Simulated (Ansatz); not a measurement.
```yaml
crystal:
  periodic: [false, false, false]
  atoms:
    - {symbol: B, position_ang: [-0.282092, 2.167268, 0.429246]}
    - {symbol: N, position_ang: [-0.309043, 0.890740, 0.741339]}
    - {symbol: Si, position_ang: [-0.712038, -0.471618, -0.094650]}
    - {symbol: Si, position_ang: [1.004162, -1.749287, -0.283194]}
    - {symbol: H, position_ang: [-0.648869, 2.455370, -0.733430]}
    - {symbol: H, position_ang: [0.166211, 3.204569, 1.020519]}
    - {symbol: H, position_ang: [-0.121744, 0.682424, 1.692305]}
    - {symbol: H, position_ang: [-1.998572, -1.096554, 0.301156]}
    - {symbol: H, position_ang: [-1.174653, 0.206883, -1.418064]}
    - {symbol: H, position_ang: [2.058536, -1.117103, -1.232124]}
    - {symbol: H, position_ang: [1.533047, -2.328977, 0.982079]}
    - {symbol: H, position_ang: [0.583238, -3.166617, -1.080929]}
basis:
  gaussian: {orbitals: cc-pVTZ, final_grid: {core_spheres: 20, valence_spheres: 16, degree: 47}}
hamiltonian: {xc: {name: revPBE}, dispersion: d4}
relax: {f_tol: 0.001, max_steps: 3}
output: {forces: true}
```

```sh
$ ansatz run in.yaml --threads 4 --pin off --events-out ev --progress --plain --max-ram 10444MiB
```

Shortened log:

```
Functional definition: revPBE
1417 factors; their error is unknown
mean field evaluation 1: about -18039.4942 eV, gradient 6.8e1 eV
mean field evaluation 2: about -18010.6976 eV, gradient 1.2e2 eV
mean field evaluation 4: about -18048.6518 eV, gradient 7.9e0 eV
mean field evaluation 8: about -18048.8069 eV, gradient 3.5e-1 eV
mean field evaluation 16: about -18048.8071 eV, gradient 1.5e-4 eV
mean field -18048.80708659 eV, -663.2814265114 hartree, gradient 2.3e-5 eV, S^2 0.000000; 0 other end points of the search recorded, 0 dependent functions left out
reference -18048.80715033 eV, -663.2814288538 hartree; 24, 24 occupied and 216, 216 virtual orbitals, 1417 factors
relax step   1: F+E_penalty+E_count = -18049.55504761 eV  Δ(F+E_penalty+E_count) = +0.000e0 eV  max|allowed force component| = 6.087e0 eV/Å  Δτ_max = 0.0000 Å  (29 SCF iters, accepted)
1417 factors; their error is unknown
mean field -18050.11174370 eV, -663.3293717757 hartree, gradient 1.9e-5 eV, S^2 0.000000; 0 other end points of the search recorded, 0 dependent functions left out
reference -18050.11180780 eV, -663.3293741313 hartree; 24, 24 occupied and 216, 216 virtual orbitals, 1417 factors
relax step   2: F+E_penalty+E_count = -18050.82904189 eV  Δ(F+E_penalty+E_count) = -1.274e0 eV  max|allowed force component| = 2.213e0 eV/Å  Δτ_max = 0.1948 Å  (37 SCF iters, accepted)
1417 factors; their error is unknown
mean field evaluation 32: about -18050.2989 eV, gradient 2.3e-5 eV
mean field -18050.29887542 eV, -663.3362487397 hartree, gradient 2.3e-5 eV, S^2 0.000000; 0 other end points of the search recorded, 0 dependent functions left out
reference -18050.29894045 eV, -663.3362511296 hartree; 24, 24 occupied and 216, 216 virtual orbitals, 1417 factors
relax step   3: F+E_penalty+E_count = -18050.99916826 eV  Δ(F+E_penalty+E_count) = -1.701e-1 eV  max|allowed force component| = 7.088e-1 eV/Å  Δτ_max = 0.1929 Å  (29 SCF iters, accepted)
Error: geometry relaxation did not converge after 3 steps: max|allowed force component| = 7.09e-1 eV/Å (threshold 1.0e-3). Raise `relax.max_steps` over both its present limit and 3, loosen `relax.f_tol`, or start from a geometry closer to equilibrium. Where this run's directory can be resumed (`checkpoint.write`), a resume goes on for up to `relax.max_steps` more
```

In this input the relaxation is allowed too few steps for its threshold. No converged result was reached.
